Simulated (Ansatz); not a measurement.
Saddle point of AlH$_{5}$Cl$_{2}$O$_{2}$, closed shell (AlHCl₂ ([Cl][AlH][Cl]) + H₂O + H₂O → AlHCl₂O ([OH][Al]([Cl])[Cl]) + H₂O + H₂; bonds formed: H2–H7, H5–O8; dative contacts that become bonds: Al1–O6; bonds broken: Al1–H2, H5–O6, H7–O8), PBE0-D4/def2-TZVP structure:

| atom | x (Å) | y (Å) | z (Å) |
| --- | --- | --- | --- |
| Al1 | -1.0577 | -0.1203 | -0.6085 |
| H2 | 0.2242 | 0.9073 | -1.0758 |
| Cl3 | -1.0203 | -1.6762 | -2.0278 |
| Cl4 | -2.8169 | 1.0203 | -0.4246 |
| H5 | 0.9252 | -0.0556 | 0.9914 |
| O6 | -0.3981 | -0.6038 | 0.9672 |
| H7 | 0.9954 | 0.7662 | -0.3779 |
| O8 | 1.7012 | 0.5082 | 0.5494 |
| H9 | -0.9636 | -0.6642 | 1.7374 |
| H10 | 2.4106 | -0.0821 | 0.2689 |

Energies are electronic, without zero-point energy. Barriers and step energies count from the start structure reached by relaxing down the imaginary mode; all methods use the PBE0-D4 structures, on which another method's saddle can fall below an end. Computed with Ansatz 0.2.0 (basis: def2-TZVPP, with def2-QZVPP for the basis limit); correlated methods freeze the cores. B3LYP uses VWN-RPA correlation. Extrapolation: Hartree–Fock as exp(−7.88 √X), correlation as X^−2.97.

| method | barrier (kcal/mol) | step energy (kcal/mol) |
| --- | --- | --- |
| SPW92 | 3.75 | 5.61 |
| PBE-D4 | 8.53 | 2.44 |
| BLYP-D4 | 10.02 | 0.74 |
| r2SCAN-D4 | 9.26 | 1.68 |
| B97M-V | 13.85 | 4.68 |
| PBE0-D4 | 11.74 | 3.90 |
| B3LYP-D4 | 12.39 | 2.20 |
| r2SCAN0-D4 | 12.05 | 3.04 |
| BHLYP-D4 | 16.27 | 3.65 |
| CAM-B3LYP-D4 | 13.00 | 3.38 |
| wB97X-V | 14.26 | 3.06 |
| wB97M-V | ? | 2.57 |
| B2PLYP | 13.43 | 2.21 |
| PBE-QIDH | 13.73 | 3.71 |
| RPA on PBE | ? | 2.60 |
| HF | ? | 5.35 |
| MP2 | 13.23 | 1.28 |
| CCSD | 16.56 | 3.02 |
| CCSD(T) | 14.85 | 2.52 |

(1) Fill in the withheld barriers. (Judge from chemistry; the value comes from the calculation.)

The T1 diagnostic stays at or below 0.010.

Results:

(1) Computed: RPA on PBE 14.59; HF 25.16; wB97M-V 14.56 kcal/mol. Each is the energy of the saddle less that of the start structure, by the same method.

For comparison, the barrier by CCSD(T) at an estimated basis limit (MP2 extrapolated from triple and quadruple zeta, plus CCSD(T) − MP2 in triple zeta) is 14.94 kcal/mol.

The step is the kind of ligand exchange by which a precursor binds to a hydroxyl group, or is hydrolysed, in atomic layer deposition of oxides.

Labels in which every atom is bracketed show which atoms are joined, not bond orders.

For scale, one of the runs: CCSD(T)/def2-TZVPP, 258 basis functions, launched by `ansatz run in.yaml --threads 8 --pin off --events-out ev --progress --plain --max-ram 19148MiB`. Hardware: 8 CPU threads of a Oxide Virtual Turin-like, shared host. Wall time 64 s; peak host memory 5.7 GiB.
